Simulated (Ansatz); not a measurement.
Cost and result for the atomization energy of C₂H₇NO₂Si, SMILES `CC(=N)O[SiH2]O` (13 atoms, 12 bonds).

Cartesian coordinates in Å:
```
C -2.006 0.259 0.501
C -0.643 -0.003 -0.046
N -0.333 -0.512 -1.168
O 0.331 0.362 0.796
Si 1.925 0.310 0.246
O 2.364 -1.175 -0.263
H -2.783 -0.065 -0.189
H -2.120 1.326 0.705
H -2.123 -0.265 1.452
H -1.154 -0.733 -1.720
H 2.728 0.626 1.442
H 2.048 1.352 -0.800
H 1.765 -1.482 -0.955
```

Charge 0, multiplicity 1. All single points use the PBE0-D4/def2-TZVP geometry. It is one conformer, not always the lowest. Program: Ansatz. All runs use 2 threads of an AMD EPYC 7R13 on a shared host and a share of an NVIDIA H100 80 GB. Times are those of one run each, without the atoms' runs, and a repeat can differ threefold. Electronic energies, without spin–orbit coupling; frozen cores. CCSD(T)/CBS adds CCSD(T) − MP2 in def2-TZVPP to the MP2 limit, and its time is that of the two runs behind it. T1 = 0.013. B3LYP takes the VWN-RPA correlation (the form of Gaussian; ORCA's B3LYP/G).

CCSD(T)/CBS is a level of theory with its own doubt, some kJ/mol a heavy atom from the limit and from the frozen cores, so smaller differences don't rank the functionals.

| level | functions | wall time |
| --- | --- | --- |
| PBE-D4/def2-TZVPP (with forces) | 295 | 2.4 s |
| PBE0-D4/def2-TZVPP | 295 | 2.4 s |
| B3LYP-D4/def2-TZVPP (with forces) | 295 | 2.6 s |
| r2SCAN-D4/def2-TZVPP (with forces) | 295 | 2.7 s |
| ωB97X-V/def2-TZVPP | 295 | 3 s |
| ωB97M-V/def2-TZVPP (with forces) | 295 | 3.3 s |
| B2PLYP/def2-TZVPP | 295 | 3.5 s |
| CCSD(T)/def2-TZVPP | 295 | 4.3 s |
| MP2/def2-QZVPP | 565 | 4.3 s |
| CCSD(T)/CBS(def2) | – | 8.6 s |

Q: What atomization energy does each give, and how far from CCSD(T)/CBS? (Estimate.)

A: The calculation gave: 
| level | atomization (kcal/mol) | difference from CCSD(T)/CBS | per bond |
| --- | --- | --- | --- |
| PBE-D4/def2-TZVPP (with forces) | 1259.3 | 24.8 | 2.1 |
| PBE0-D4/def2-TZVPP | 1230.5 | -4.0 | -0.3 |
| B3LYP-D4/def2-TZVPP (with forces) | 1233.0 | -1.5 | -0.1 |
| r2SCAN-D4/def2-TZVPP (with forces) | 1234.1 | -0.4 | 0.0 |
| ωB97X-V/def2-TZVPP | 1237.2 | 2.7 | 0.2 |
| ωB97M-V/def2-TZVPP (with forces) | 1238.2 | 3.7 | 0.3 |
| B2PLYP/def2-TZVPP | 1220.9 | -13.6 | -1.1 |
| CCSD(T)/def2-TZVPP | 1198.9 | -35.6 | -3.0 |
| MP2/def2-QZVPP | 1245.9 | 11.4 | 0.9 |
| CCSD(T)/CBS(def2) | 1234.5 | 0.0 | 0.0 |

In def2-TZVPP, CCSD(T) changes the Hartree–Fock value by +327.6 kcal/mol (the triples alone add +20.4 kcal/mol) and MP2 by +353.2 kcal/mol; breaking electron pairs costs correlation energy, which Hartree–Fock lacks. From PBE to PBE0 (25 % exact exchange), in def2-TZVPP and without D4, the atomization energy moves by −27.8 kcal/mol: exact exchange takes away binding that semilocal exchange gives to molecules. The D4 term adds +10.5 kcal/mol with B3LYP and +5.5 kcal/mol with PBE0; it sums over pairs of atoms, weighted by their polarisabilities, and B3LYP, whose exchange is more repulsive, gets the larger term.
